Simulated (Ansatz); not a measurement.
The cluster K₂F₂ was relaxed with PBE0-D4 (def2-TZVP) in Ansatz in these states: neutral quintet, neutral singlet. The geometries follow in no particular order.

A:

```xyz
4

K    -1.605    0.580    1.931
K     1.604   -0.580   -1.932
F     0.309   -2.987    1.154
F    -0.308    2.987   -1.153
```

B:

```xyz
4

K    -0.373   -1.692    0.182
K     0.373    1.692   -0.182
F     1.353   -0.205    0.865
F    -1.353    0.205   -0.864
```

Question: Judge from the bond lengths which geometry belongs to which state (an estimate).

Answer: A is the neutral quintet (K1–F4 4.122 Å, K2–F4 4.122 Å, K2–F3 4.122 Å); B is the neutral singlet (K1–F4 2.378 Å, K2–F4 2.378 Å, K2–F3 2.378 Å).

At PBE0-D4/def2-TZVP a singlet lies 11.42 eV below the neutral quintet. These are the stationary points nearest to one start from a short search; other shapes may lie lower in each state. The neutral quintet has come apart into loosely held pieces.
